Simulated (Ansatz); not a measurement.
## Telling isomers of CH3AlBrFSi apart by their spectra

These gas-phase data were calculated for one isomer of CH3AlBrFSi at PBE0-D3(BJ)/def2-SVP (harmonic, unscaled wavenumbers; equilibrium rotational constants with average atomic masses):

```
rotational constants            : 2.252, 1.192, 0.7795 GHz
all wavenumbers above 1500 cm⁻¹ : 3190, 2297, 2263
```

Candidates:

(1) `[F][Al]([Br])[CH]=[SiH2]`, a singlet
(2) `C=[SiH][Al]([F])[Br]`, a singlet

Which structure fits?

Candidate (1). 2 modes lie between 2000 and 2380 cm⁻¹, one for each Si–H bond, while (2) has 1.

The same quantities for all candidates:

```
     rotational constants (GHz)  wavenumbers above 1500 cm⁻¹  E above the lowest, PBE0-D3(BJ)/def2-SVP (kcal/mol)
(1)        2.252, 1.192, 0.7795             3190, 2297, 2263                                                  0.0
(2)        2.403, 1.093, 0.7513             3271, 3164, 2254                                                  4.2
```

Harmonic stretches to hydrogen usually lie a few per cent above observed fundamentals. Each candidate is one conformer. Programs: Ansatz 0.2.0.
